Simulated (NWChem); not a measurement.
System: CH$_{4}$AlO, doublet; SMILES [CH3][Al][OH]

The following NWChem deck was run.

```
start job
memory heap 200 mb stack 900 mb global 1100 mb
geometry units angstroms
  Al     0.380533    -0.166330    -0.144212
  C     -0.405547     1.524000    -0.979287
  H     -0.519325     2.331780    -0.249814
  H     -1.386734     1.348576    -1.423943
  H      0.254161     1.887508    -1.771045
  O     -0.197403    -1.111779     1.082676
  H     -0.566837    -1.625812     1.791183
end
basis spherical
  * library def2-svp
end
dft
  odft
  mult 2
  xc xpbe96 cpbe96
  disp vdw 4
  iterations 150
end
driver
  maxiter 120
end
task dft optimize
task dft freq
```

Output (shortened):

```
             Northwest Computational Chemistry Package (NWChem) 7.3.0
             --------------------------------------------------------

 C1  symmetry detected

                             Geometry "geometry" -> ""
                             -------------------------

 Output coordinates in angstroms (scale by  1.889725989 to convert to a.u.)

  No.       Tag          Charge          X              Y              Z
 ---- ---------------- ---------- -------------- -------------- --------------
    1 Al                  13.0000     0.47665645    -0.13799508     0.00005774
    2 C                    6.0000    -0.28142382     1.75879211    -0.00036876
    3 H                    1.0000    -0.90175538     1.95691803     0.87913092
    4 H                    1.0000    -0.89425476     1.95973060    -0.88087000
    5 H                    1.0000     0.53564875     2.48446714     0.00428050
    6 O                    8.0000    -0.30626393    -1.59407669    -0.00012354
    7 H                    1.0000    -0.79751817    -2.40731886    -0.00009120

 Effective nuclear repulsion energy (a.u.)      89.9874288970

                                Z-matrix (autoz)
                                --------

 Units are Angstrom for bonds and degrees for angles

[...]

      ----------------------
      Optimization converged
      ----------------------

  Step       Energy      Delta E   Gmax     Grms     Xrms     Xmax
  ---- ---------------- -------- -------- -------- -------- --------
@    9    -357.74157923 -2.2D-07  0.00004  0.00002  0.00060  0.00138
                                     ok       ok       ok       ok

                                Z-matrix (autoz)
                                --------

 Units are Angstrom for bonds and degrees for angles

      Type          Name      I     J     K     L     M      Value     Gradient
      ----------- --------  ----- ----- ----- ----- ----- ---------- ----------
    1 Stretch                  1     2                       1.98308    0.00002
    2 Stretch                  1     6                       1.73415    0.00003
    3 Stretch                  2     3                       1.11102   -0.00001
    4 Stretch                  2     4                       1.11104   -0.00001
    5 Stretch                  2     5                       1.10724   -0.00004
    6 Stretch                  6     7                       0.97116   -0.00002
    7 Bend                     1     2     3               109.01516   -0.00002
    8 Bend                     1     2     4               108.98862   -0.00002
    9 Bend                     1     2     5               113.04584    0.00002
   10 Bend                     2     1     6               114.97844   -0.00003
   11 Bend                     3     2     4               108.00354   -0.00000
   12 Bend                     3     2     5               108.84212    0.00001
   13 Bend                     4     2     5               108.82487    0.00001
   14 Bend                     7     1     2               135.20449   -0.00002
   15 Torsion                  1     2     6     7          -0.35464   -0.00001
   16 Torsion                  3     2     1     6          58.54947   -0.00001
   17 Torsion                  4     2     1     6         -59.11643    0.00001
   18 Torsion                  5     2     1     6         179.73685    0.00000

                         Geometry "geometry" -> "geometry"
                         ---------------------------------

 Output coordinates in angstroms (scale by  1.889725989 to convert to a.u.)

[...]

 Rotational Constants
 --------------------
 A=   0.952666 cm-1  (  1.370643 K)
 B=   0.192127 cm-1  (  0.276422 K)
 C=   0.164979 cm-1  (  0.237363 K)

 Temperature                      =   298.15K
 frequency scaling parameter      =   1.0000

 Zero-Point correction to Energy  =   29.236 kcal/mol  (  0.046591 au)
 Thermal correction to Energy     =   32.097 kcal/mol  (  0.051150 au)
 Thermal correction to Enthalpy   =   32.690 kcal/mol  (  0.052094 au)

 Total Entropy                    =   67.222 cal/mol-K
   - Translational                =   38.129 cal/mol-K (mol. weight =  59.0077)
   - Rotational                   =   23.484 cal/mol-K (symmetry #  =        1)
   - Vibrational                  =    5.609 cal/mol-K

 Cv (constant volume heat capacity) =   14.768 cal/mol-K
   - Translational                  =    2.979 cal/mol-K
   - Rotational                     =    2.979 cal/mol-K
   - Vibrational                    =    8.809 cal/mol-K

[normal modes left out]

 ----------------------------------------------------------------------------
 Normal Eigenvalue ||           Projected Infra Red Intensities
  Mode   [cm**-1]  || [atomic units] [(debye/angs)**2] [(KM/mol)] [arbitrary]
 ------ ---------- || -------------- ----------------- ---------- -----------
    1      -42.015 ||    0.000757           0.017         0.738       0.327
    2       -0.000 ||    0.000113           0.003         0.110       0.049
    3       -0.000 ||    0.000728           0.017         0.709       0.314
    4        0.000 ||    0.000264           0.006         0.257       0.114
    5        0.000 ||    0.000081           0.002         0.079       0.035
    6        0.000 ||    0.000156           0.004         0.152       0.067
    7        0.000 ||    0.000004           0.000         0.004       0.002
    8      187.288 ||    0.004732           0.109         4.613       2.044
    9      360.046 ||    0.079408           1.832        77.411      34.296
   10      541.408 ||    0.107709           2.485       105.000      46.519
   11      554.077 ||    0.000488           0.011         0.475       0.211
   12      576.901 ||    0.036374           0.839        35.459      15.710
   13      667.910 ||    0.096817           2.234        94.382      41.815
   14      808.962 ||    0.053252           1.229        51.913      22.999
   15     1118.075 ||    0.003311           0.076         3.228       1.430
   16     1360.896 ||    0.003617           0.083         3.526       1.562
   17     1372.142 ||    0.005047           0.116         4.921       2.180
   18     2962.508 ||    0.003894           0.090         3.797       1.682
   19     3063.080 ||    0.002428           0.056         2.367       1.049
   20     3091.447 ||    0.002761           0.064         2.691       1.192
   21     3796.040 ||    0.084289           1.945        82.169      36.404
 ----------------------------------------------------------------------------

 ===============================================================================
      Negative Nuclear Hessian Mode    1  Eigenvalue =    -42.01 cm**(-1)
 -------------------------------------------------------------------------------
   Raw step length:  0.488 angstroms ;  The Raw step for this mode is:
    1 Al                  13.0000     0.00008972    -0.00001935     0.02741564
    2 C                    6.0000    -0.00004913    -0.00004274    -0.01298583
    3 H                    1.0000     0.22360472     0.09967785     0.13173410
    4 H                    1.0000    -0.22489894    -0.10051513     0.12984460
    5 H                    1.0000     0.00069693     0.00053316    -0.28505701
    6 O                    8.0000    -0.00006567     0.00008622    -0.03516839
    7 H                    1.0000    -0.00017759    -0.00003740     0.00227325

  Geometry after  100.0% step for mode  1; Step length =  0.488 angstroms
   Maximum component (any atom: x,y, or z) displacement:  0.539
    1 Al                  13.0000     0.47593940    -0.14230448     0.02741588
    2 C                    6.0000    -0.23809942     1.70779187    -0.01237008
    3 H                    1.0000    -0.65516807     1.94798512     1.02906889
    4 H                    1.0000    -1.09710132     1.75041062    -0.77052880
    5 H                    1.0000     0.55716639     2.47954542    -0.28060537
    6 O                    8.0000    -0.72714623    -1.39128621    -0.03388619
    7 H                    1.0000    -0.48530156    -2.33194248     0.00097771

  Geometry after -100.0% step for mode  1; Step length =  0.488 angstroms
   Maximum component (any atom: x,y, or z) displacement:  0.539
    1 Al                  13.0000     0.47575996    -0.14226579    -0.02741539
    2 C                    6.0000    -0.23800115     1.70787735     0.01360157
    3 H                    1.0000    -1.10237751     1.74862943     0.76560070
    4 H                    1.0000    -0.64730344     1.95144088    -1.03021801
    5 H                    1.0000     0.55577252     2.47847909     0.28950865
    6 O                    8.0000    -0.72701490    -1.39145865     0.03645058
    7 H                    1.0000    -0.48494639    -2.33186767    -0.00356879

  Geometry after   50.0% step for mode  1; Step length =  0.244 angstroms
   Maximum component (any atom: x,y, or z) displacement:  0.269
    1 Al                  13.0000     0.47589454    -0.14229481     0.01370806
    2 C                    6.0000    -0.23807485     1.70781324    -0.00587717
    3 H                    1.0000    -0.76697043     1.89814620     0.96320184
    4 H                    1.0000    -0.98465185     1.80066819    -0.83545111
    5 H                    1.0000     0.55681792     2.47927883    -0.13807687
    6 O                    8.0000    -0.72711340    -1.39132932    -0.01630200
    7 H                    1.0000    -0.48521277    -2.33192378    -0.00015891

  Geometry after  -50.0% step for mode  1; Step length =  0.244 angstroms
   Maximum component (any atom: x,y, or z) displacement:  0.269
    1 Al                  13.0000     0.47580482    -0.14227546    -0.01370758
    2 C                    6.0000    -0.23802572     1.70785598     0.00710866
    3 H                    1.0000    -0.99057515     1.79846836     0.83146774
    4 H                    1.0000    -0.75975291     1.90118332    -0.96529571
    5 H                    1.0000     0.55612099     2.47874567     0.14698014
    6 O                    8.0000    -0.72704773    -1.39141554     0.01886639
    7 H                    1.0000    -0.48503518    -2.33188638    -0.00243216

  Geometry after   37.1% step for mode  1; Step length =  0.181 angstroms
   Maximum component (any atom: x,y, or z) displacement:  0.200
    1 Al                  13.0000     0.47588299    -0.14229232     0.01017907
    2 C                    6.0000    -0.23806853     1.70781874    -0.00420561
    3 H                    1.0000    -0.79575324     1.88531549     0.94624479
    4 H                    1.0000    -0.95570245     1.81360668    -0.85216494
    5 H                    1.0000     0.55672821     2.47921020    -0.10138381
    6 O                    8.0000    -0.72710495    -1.39134042    -0.01177506
    7 H                    1.0000    -0.48518991    -2.33191896    -0.00045153

  Geometry after  -37.1% step for mode  1; Step length =  0.181 angstroms
   Maximum component (any atom: x,y, or z) displacement:  0.200
    1 Al                  13.0000     0.47581637    -0.14227795    -0.01017859
    2 C                    6.0000    -0.23803204     1.70785047     0.00543710
    3 H                    1.0000    -0.96179235     1.81129907     0.84842480
    4 H                    1.0000    -0.78870231     1.88824483    -0.94858187
    5 H                    1.0000     0.55621070     2.47881430     0.11028709
    6 O                    8.0000    -0.72705618    -1.39140444     0.01433945
    7 H                    1.0000    -0.48505804    -2.33189119    -0.00213955

  Geometry after   18.6% step for mode  1; Step length =  0.091 angstroms
   Maximum component (any atom: x,y, or z) displacement:  0.100
    1 Al                  13.0000     0.47586634    -0.14228873     0.00508966
    2 C                    6.0000    -0.23805941     1.70782667    -0.00179493
    3 H                    1.0000    -0.83726301     1.86681138     0.92178979
    4 H                    1.0000    -0.91395242     1.83226621    -0.87626917
    5 H                    1.0000     0.55659883     2.47911123    -0.04846609
    6 O                    8.0000    -0.72709276    -1.39135643    -0.00524643
    7 H                    1.0000    -0.48515694    -2.33191202    -0.00087353

  Geometry after  -18.6% step for mode  1; Step length =  0.091 angstroms
   Maximum component (any atom: x,y, or z) displacement:  0.100
    1 Al                  13.0000     0.47583302    -0.14228154    -0.00508917
    2 C                    6.0000    -0.23804116     1.70784254     0.00302642
    3 H                    1.0000    -0.92028257     1.82980317     0.87287979
    4 H                    1.0000    -0.83045235     1.86958529    -0.92447764
    5 H                    1.0000     0.55634008     2.47891328     0.05736936
    6 O                    8.0000    -0.72706837    -1.39138844     0.00781082
    7 H                    1.0000    -0.48509101    -2.33189813    -0.00171754
```

Level: PBE-D3(BJ)/def2-SVP, spin-unrestricted. This spin state was assumed; another may lie lower. The optimisation ended at a saddle point (imaginary frequency).
